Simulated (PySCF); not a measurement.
**C5H10, SMILES `C(=C\CC)/C` (C–C–C–C torsion 119°) (charge 0, multiplicity 1)**

Computed with PBE0-D3(BJ)/def2-TZVP in PySCF.

The HOMO comes out as -6.91 eV, the dipole moment comes out as 0.04 D and the HOMO–LUMO gap is 7.57 eV. The LUMO is 0.66 eV and the total energy is -196.3662 Ha. The cost is very roughly 100 core-seconds.

```xyz
15

C      2.5618     0.0467     0.0186
C      1.1656     0.2860    -0.4431
C      0.1063    -0.4247    -0.0765
C     -1.2952    -0.1768    -0.5252
C     -2.2304     0.1541     0.6323
H      2.9675     0.9274     0.5269
H      3.2280    -0.1617    -0.8248
H      2.6133    -0.7977     0.7088
H      1.0191     1.1132    -1.1373
H      0.2474    -1.2495     0.6233
H     -1.3042     0.6359    -1.2582
H     -1.6734    -1.0672    -1.0425
H     -1.9093     1.0652     1.1424
H     -2.2412    -0.6519     1.3710
H     -3.2555     0.3010     0.2842
```
